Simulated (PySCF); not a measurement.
Species: Ge2H9NOSi.
Geometry (PBE0-D3(BJ)/def2-SVP, Å), atoms numbered from 1 in this order:
```xyz
14
Ge2H9NOSi angstrom
Si     2.024    0.981   -0.606
O      1.830   -0.662   -0.493
Ge     0.407   -1.608    0.031
N     -0.839   -0.488    0.740
Ge    -2.168    0.418   -0.152
H      0.947    1.607   -1.440
H      2.002    1.635    0.741
H      3.344    1.247   -1.247
H      0.917   -2.578    1.105
H     -0.182   -2.273   -1.219
H     -0.702   -0.238    1.715
H     -2.159   -0.138   -1.585
H     -3.529    0.159    0.526
H     -1.895    1.936   -0.166
```

Level of theory: PBE0-D3(BJ)/def2-SVP geometry optimisation, gas phase (PySCF 2.14.0).

Masses are those of the commonest isotopes; rigid-rotor values at the optimised geometry. The values belong to one conformer with, in the numbering `[SiH3:1][O:2][GeH2:3][NH:4][GeH3:5]`, Si1–O2–Ge3–N4 -10°, O2–Ge3–N4–Ge5 88°.

Give the principal moments of inertia and the rotational constants in MHz.

Ia = 244.80, Ib = 607.06, Ic = 810.31 u·Å²; 505379 MHz·u·Å²/I gives A = 2064, B = 832.5, C = 623.7 MHz.

Classify the top.

An asymmetric top. Ray's parameter κ = (2B − A − C)/(A − C) = -0.710; −1 is the prolate and +1 the oblate limit.

What does the inertial defect say?

Not planar: Δ = Ic − Ia − Ib = -41.54 u·Å². For a rigid frame Δ = −2 Σ m c², so Σ m c² = 20.77 u·Å² lies off the ab plane: 11.70 from hydrogen and 9.07 from heavier atoms. The atom farthest from that plane is 1.76 Å away.

Give the other two planar moments, Paa and Pbb, and the rms extents of the mass along the axes.

Paa = Σ m a² = (Ib + Ic − Ia)/2 = 586.28 and Pbb = Σ m b² = (Ia + Ic − Ib)/2 = 224.03 u·Å². With the mass M = 214.89 u, the rms extents √(P/M) along a, b and c are 1.65, 1.02, 0.31 Å.

Which types of transition are allowed, and where do some lines up to J = 3 fall?

The dipole components are |μa| = 1.42 D, |μb| = 0.72 D, |μc| = 0.80 D. Intensities carry the squares of the components, which stand as 1.00 : 0.26 : 0.32 (a : b : c). Some lines, for components of 0.1 D or more:

```json
{"type": "c", "branch": "Q", "J(Ka,Kc)": "3(1,3) ← 3(0,3)", "MHz": "815", "lower level (cm⁻¹)": "0.287"}
{"type": "a", "branch": "Q", "J(Ka,Kc)": "3(1,2) ← 3(1,3)", "MHz": "1251", "lower level (cm⁻¹)": "0.315"}
{"type": "a", "branch": "R", "J(Ka,Kc)": "1(0,1) ← 0(0,0)", "MHz": "1456", "lower level (cm⁻¹)": "0.000"}
{"type": "b", "branch": "R", "J(Ka,Kc)": "2(0,2) ← 1(1,1)", "MHz": "1656", "lower level (cm⁻¹)": "0.090"}
{"type": "b", "branch": "Q", "J(Ka,Kc)": "2(1,1) ← 2(0,2)", "MHz": "1674", "lower level (cm⁻¹)": "0.145"}
{"type": "b", "branch": "Q", "J(Ka,Kc)": "3(1,2) ← 3(0,3)", "MHz": "2066", "lower level (cm⁻¹)": "0.287"}
{"type": "b", "branch": "R", "J(Ka,Kc)": "1(1,1) ← 0(0,0)", "MHz": "2688", "lower level (cm⁻¹)": "0.000"}
{"type": "a", "branch": "R", "J(Ka,Kc)": "2(1,1) ← 1(1,0)", "MHz": "3121", "lower level (cm⁻¹)": "0.097"}
{"type": "b", "branch": "Q", "J(Ka,Kc)": "3(2,1) ← 3(1,2)", "MHz": "3519", "lower level (cm⁻¹)": "0.356"}
{"type": "a", "branch": "R", "J(Ka,Kc)": "3(1,3) ← 2(1,2)", "MHz": "4041", "lower level (cm⁻¹)": "0.180"}
{"type": "b", "branch": "Q", "J(Ka,Kc)": "2(2,1) ← 2(1,2)", "MHz": "4322", "lower level (cm⁻¹)": "0.180"}
{"type": "b", "branch": "Q", "J(Ka,Kc)": "3(2,2) ← 3(1,3)", "MHz": "4650", "lower level (cm⁻¹)": "0.315"}
{"type": "a", "branch": "R", "J(Ka,Kc)": "3(1,2) ← 2(1,1)", "MHz": "4666", "lower level (cm⁻¹)": "0.201"}
{"type": "b", "branch": "R", "J(Ka,Kc)": "3(1,3) ← 2(0,2)", "MHz": "5088", "lower level (cm⁻¹)": "0.145"}
{"type": "c", "branch": "R", "J(Ka,Kc)": "3(1,2) ← 2(0,2)", "MHz": "6340", "lower level (cm⁻¹)": "0.145"}
{"type": "b", "branch": "Q", "J(Ka,Kc)": "3(3,1) ← 3(2,2)", "MHz": "6696", "lower level (cm⁻¹)": "0.470"}
{"type": "b", "branch": "R", "J(Ka,Kc)": "2(2,0) ← 1(1,1)", "MHz": "7050", "lower level (cm⁻¹)": "0.090"}
{"type": "c", "branch": "R", "J(Ka,Kc)": "3(3,0) ← 2(2,0)", "MHz": "11042", "lower level (cm⁻¹)": "0.325"}
```

Estimate the classical rotational partition function at 50 K, 100 K and 500 K.

Point group C1, symmetry number σ = 1; q = (√π/σ)·√((kT/h)³/(ABC)), k/h = 20836.6 MHz/K: 57600 at 50 K, 163000 at 100 K, 1820000 at 500 K.

Stationary, but not proved a minimum. These are rigid-rotor constants of the computed structure; measured ground-state constants (B0) also hold zero-point vibration. A rigid rotor knows nothing of internal rotation, which can split or shift real lines. Quadrupole hyperfine structure (14N) is left out.
